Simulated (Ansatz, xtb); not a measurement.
Molecule: C$_{5}$H$_{3}$O$_{2}$ (charge 0, doublet). It need not be the lowest isomer of its formula. SMILES: O=Cc1c[c]co1
Coordinates optimised at B3LYP-D3(BJ)/def2-TZVP (Ansatz, a program for electronic structure):
```
C
C 1 1.3722
O 1 1.3740 2 110.54
C 3 1.3600 1 107.23 2 0.00
C 4 1.3536 3 108.21 1 0.00
H 4 1.0745 5 134.84 2 -180.00
H 2 1.0759 1 125.90 3 180.00
C 1 1.4528 2 132.85 7 0.00
O 8 1.2099 1 124.05 2 0.00
H 8 1.1076 9 122.05 1 180.00
```
Charge 0, spin multiplicity 2.

Harmonic wavenumbers from GFN2-xTB (xtb, at its own minimum), cm⁻¹: 150, 189, 244, 495, 546, 597, 703, 768, 819, 833, 903, 949, 1060, 1095, 1173, 1216, 1336, 1365, 1404, 1492, 1744, 2759, 3181, 3201.

Problem. Give the harmonic wavenumbers at B3LYP-D3(BJ)/def2-TZVP (Ansatz, finite differences of forces, unscaled).

Solution. 157, 209, 257, 496, 555, 640, 746, 790, 853, 880, 955, 1014, 1084, 1114, 1199, 1227, 1357, 1423, 1474, 1558, 1759, 2916, 3273, 3293 cm⁻¹. Zero-point energy 41.8 kcal/mol.

Problem. From these and the geometry, give the ideal-gas thermochemistry at 298.15 K and 1 atm (rigid rotor, harmonic oscillator).

Solution. Point group Cs, rotational symmetry number 1. Rotational constants 8.614, 2.111, 1.696 GHz. S(trans) 39.57, S(rot) 26.75, S(vib) 9.17, S(elec, spin only) 1.38, S 76.9 cal/(mol K). H(298) - H(0) 4.06 kcal/mol; G - E(el) 22.9 kcal/mol.
